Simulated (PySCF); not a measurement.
Trends in electronic spectra. Level of theory: PySCF 2.14.0, density-fitted response routines, TDDFT CAM-B3LYP/def2-SVPD, vertical, gas phase, core orbitals frozen in the response. Geometries: GFN2-xTB; one conformer of each isolated species. Triplets are in the Tamm–Dancoff approximation.

Question: Rank by computed lowest singlet excitation energy, lowest first.
A. `C(/N([SiH3])[SiH3])=C/C=C`
B. `CCC[SiH2][SiH2]C#N`
C. `COC[C@H](F)OCF`
D. `FC(F)(F)c1nnsc1[SiH3]`
E. `CSc1cncnn1`
F. `CO[C@@H](F)COCF`
G. `O[Si@]1([SiH3])O[SiH2][SiH2][SiH2]1`
H. `CN[Si@@H]1C=CC[SiH2]1`

Answer: E (3.31 eV), D (4.06 eV), A (4.93 eV), H (5.13 eV), G (5.26 eV), B (6.99 eV), C (7.60 eV), F (8.30 eV).

```tsv
SMILES	S1 (eV)	gap (eV)	HOMO (eV)	LUMO (eV)	first f ≥ 0.01 (nm)	f (S1)	S1 mainly
CSc1cncnn1	3.31	7.26	-8.24	-0.99	283	0.005	H-1→L (99%)
FC(F)(F)c1nnsc1[SiH3]	4.06	8.12	-9.44	-1.33	224	0.002	H→L (95%)
C=C/C=C\N([SiH3])[SiH3]	4.93	7.47	-7.17	0.30	252	0.529	H→L (96%)
CN[Si@@H]1C=CC[SiH2]1	5.13	8.35	-7.68	0.67	242	0.011	H→L (94%)
O[Si@]1([SiH3])O[SiH2][SiH2][SiH2]1	5.26	8.48	-8.55	-0.06	236	0.054	H→L (84%)
CCC[SiH2][SiH2]C#N	6.99	10.26	-9.83	0.43	175	0.009	H→L+1 (48%)
COC[C@H](F)OCF	7.60	10.65	-9.33	1.33	147	0.006	H→L (43%)
CO[C@@H](F)COCF	8.30	11.28	-10.02	1.26	149	0.018	H-1→L (70%)
```

H and L stand for HOMO and LUMO.

Mean S1 by what the SMILES shows (count): single bonds only 7.05 eV (3); a double or triple bond but no aromatic ring 5.68 eV (3); an aromatic ring 3.69 eV (2).

- `CSc1cncnn1`: Löwdin shares by element: HOMO sulfur 52%, carbon 16% or more, nitrogen 7% or more (atoms not listed hold the other 24%); LUMO nitrogen 61%, carbon 20% or more (atoms not listed hold the other 19%).
- `FC(F)(F)c1nnsc1[SiH3]`: Löwdin shares by element: HOMO nitrogen 73%, sulfur 14%, carbon 8% or more; LUMO nitrogen 30%, carbon 24% or more, sulfur 24% (atoms not listed hold the other 21%).
- `C=C/C=C\N([SiH3])[SiH3]`: Löwdin shares by element: HOMO carbon 55% or more, nitrogen 19% (atoms not listed hold the other 25%); LUMO carbon 66% (atoms not listed hold the other 34%).
- `CN[Si@@H]1C=CC[SiH2]1`: Löwdin shares by element: HOMO nitrogen 43%, silicon 26%, carbon 7% or more (atoms not listed hold the other 24%); LUMO silicon 32%, carbon 31% or more (atoms not listed hold the other 38%).
- `O[Si@]1([SiH3])O[SiH2][SiH2][SiH2]1`: Löwdin shares by element: HOMO silicon 65% or more (atoms not listed hold the other 35%); LUMO silicon 65% or more (atoms not listed hold the other 35%).
- `CCC[SiH2][SiH2]C#N`: Löwdin shares by element: HOMO silicon 42%, carbon 26% or more (atoms not listed hold the other 33%); LUMO silicon 43%, carbon 15% or more, nitrogen 13% (atoms not listed hold the other 29%).
- `COC[C@H](F)OCF`: Löwdin shares by element: HOMO oxygen 57% or more, carbon 25% or more (atoms not listed hold the other 18%); LUMO carbon 39% or more, fluorine 8% or more (atoms not listed hold the other 53%).
- `CO[C@@H](F)COCF`: Löwdin shares by element: HOMO oxygen 43% or more, carbon 28% or more (atoms not listed hold the other 29%); LUMO carbon 36% or more, hydrogen 17% or more (atoms not listed hold the other 47%).
